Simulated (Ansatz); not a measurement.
The same path of BrH3Sn + CH4 (10 atoms, charge 0, multiplicity 1) was run twice with different band settings. Lost on the way: Sn1–Br2, H6–C7. Made: Sn1–C7, Br2–H6.

Theory: UKS LDA/def2-SVP (Ansatz 0.2.0).

Relaxed end points:

```xyz
10
Properties=species:S:1:pos:R:3
Sn -0.194 -1.757 -0.511
Br 2.241 -1.244 -0.615
H -0.361 -3.325 -1.184
H -0.627 -1.708 1.146
H -0.986 -0.556 -1.439
H 0.881 1.113 0.261
C -0.015 1.717 0.519
H 0.291 2.572 1.153
H -0.487 2.095 -0.409
H -0.743 1.094 1.078
```

```xyz
10
Properties=species:S:1:pos:R:3
Sn -0.849 -1.000 -0.158
Br 3.025 -0.251 -0.071
H 0.175 -1.680 -1.352
H -0.725 -1.886 1.306
H -2.478 -1.032 -0.708
H 1.817 0.541 -0.045
C -0.302 1.048 0.205
H 0.396 1.123 1.066
H 0.152 1.504 -0.701
H -1.209 1.634 0.458
```

Common settings: movable images 9; spring 5.0 eV/Å²; start path through a guess of the saddle point; force threshold 0.03 eV/Å; iteration limit 60; end points relaxed.

| run | climbing image | optimiser |
| --- | --- | --- |
| 1 | yes | quadratic models (default) |
| 2 | from the first iteration | fire |

What does each run give, and how far can it be trusted?

Run 1: converged after 19 iterations, highest image 1.973 eV above the first end. A vibrational analysis at the climbing image gives one clearly imaginary mode, 697i cm⁻¹: a first-order saddle point.
Run 2: not converged after 60 iterations, highest image 2.060 eV above the first end. The band didn't meet its force threshold, so its energies are provisional: the largest band force was still 0.07 eV/Å, and over the last iterations the top stayed at 2.06 eV.
The orbitals were unrestricted but ended closed-shell.
